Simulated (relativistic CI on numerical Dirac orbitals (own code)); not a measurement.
**Energy levels of Te XXIV**

Method of calculation: Dirac-Coulomb-Breit CI, separate exchange-only KLI orbitals for each configuration, model QED (radiative potential, 1s self-energy scaled to tabulated hydrogen-like ionisation energies), unscaled Slater integrals (own radial code, finite nucleus).

Configuration list (outside the closed core [Ar]): 3d10.4s, 3d10.4p, 3d10.4d, 3d10.4f, 3d10.5s, 3d10.5p, 3d10.5d, 3d10.5f, 3d10.5g, 3d10.6s, 3d9.4p2, 3d10.6p, 3d10.6d, 3d9.4s2, 3d8.4s.4p2, 3d10.6f. Levels of other configurations are missing.

The lowest level is 3d10.4s 2S_1/2, with 100 % of that term; Hund's rules for 3d10.4s give 2S with J = 1/2, in agreement.

```tsv
No.	Configuration	Term	J	E (Ry)	%	Next component (%)	Lifetime (s)
1	3d10.4s	2S	1/2	0.0000	100		
2	3d10.4p	2P°	1/2	3.5988	100		5.36e-11
3	3d10.4p	2P°	3/2	4.6755	100		2.40e-11
4	3d10.4d	2D	3/2	10.5234	100		6.50e-12
5	3d10.4d	2D	5/2	10.7321	100		8.85e-12
6	3d10.4f	2F°	5/2	16.9181	100		7.96e-12
7	3d10.4f	2F°	7/2	16.9429	100		8.61e-12
8	3d10.5s	2S	1/2	22.9889	100		1.10e-12
9	3d10.5p	2P°	1/2	24.6551	100		1.51e-12
10	3d10.5p	2P°	3/2	25.1361	100		1.85e-12
11	3d10.5d	2D	3/2	27.8162	100		2.41e-12
12	3d10.5d	2D	5/2	27.9135	100		2.24e-12
13	3d10.5f	2F°	5/2	30.6075	100		1.52e-12
14	3d10.5f	2F°	7/2	30.6246	100		1.49e-12
15	3d10.5g	2G	7/2	31.6132	100		6.19e-13
16	3d10.5g	2G	9/2	31.6196	100		6.20e-13
17	3d10.6s	2S	1/2	33.9592	100		1.26e-12
18	3d10.6p	2P°	1/2	34.8620	100		1.62e-12
19	3d10.6p	2P°	3/2	35.1202	100		1.94e-12
20	3d10.6d	2D	3/2	36.5739	100		2.33e-12
21	3d10.6d	2D	5/2	36.6277	100		2.18e-12
22	3d9.4s2	2D	5/2	37.2233	99	1 3d9.4p2 2D	1.16e-09
23	3d9.4s2	2D	3/2	38.0272	99	1 3d9.4p2 2D	5.44e-10
24	3d10.6f	2F°	5/2	38.0716	100		1.51e-12
25	3d10.6f	2F°	7/2	38.0828	100		1.51e-12
26	3d9.4p2	4D	5/2	44.4688	29	26 2D	
27	3d9.4p2	4D	3/2	45.2316	49	30 4F	
28	3d9.4p2	4D	7/2	45.2537	60	32 4F	
29	3d9.4p2	2F	5/2	45.4210	49	21 4P	
30	3d9.4p2	2P	3/2	45.4753	40	40 2D	
31	3d9.4p2	2G	9/2	45.4990	57	43 4F	
32	3d9.4p2	2D	3/2	45.5805	46	45 2P	
33	3d9.4p2	2S	1/2	45.5827	46	34 2P	
34	3d9.4p2	2D	5/2	45.5858	55	34 4P	
35	3d9.4p2	2F	7/2	45.6220	56	25 4F	
36	3d9.4p2	4D	1/2	45.9967	78	13 2S	
37	3d9.4p2	4F	3/2	46.1733	50	22 4D	
38	3d9.4p2	4F	5/2	46.1960	52	20 2D	
39	3d9.4p2	2G	7/2	46.3116	58	21 4F	
40	3d9.4p2	2P	1/2	46.3880	56	37 4P	
41	3d9.4p2	2F	5/2	46.4148	41	28 4D	
42	3d9.4p2	2D	3/2	46.4811	45	43 4P	
43	3d9.4p2	4F	9/2	46.5513	57	43 2G	
44	3d9.4p2	2P	1/2	46.6242	79	20 2S	
45	3d9.4p2	2F	7/2	46.6294	81	16 4D
```

Energies count from the lowest computed level; ° marks odd parity; lifetimes are radiative, by E1, M1, E2, M2 decay to levels of this space only; some are left blank where a channel outside the calculation adds to the decay or the decay crosses a small, uncertain gap.

The mean weight of the leading LS term, summed over parents, in these 45 levels is 80 %, and that of the leading jj configuration (from the same eigenvectors) 95 %, so jj coupling describes them better and the LS labels are nominal.

At this charge energies of transitions that change n are usually good to better than 1 %, and those within a shell (Δn = 0) to a few per cent.

LS names give the leading component of a level, which can be under half, so a name can repeat, a term be missing and a line seem to break the LS rules.
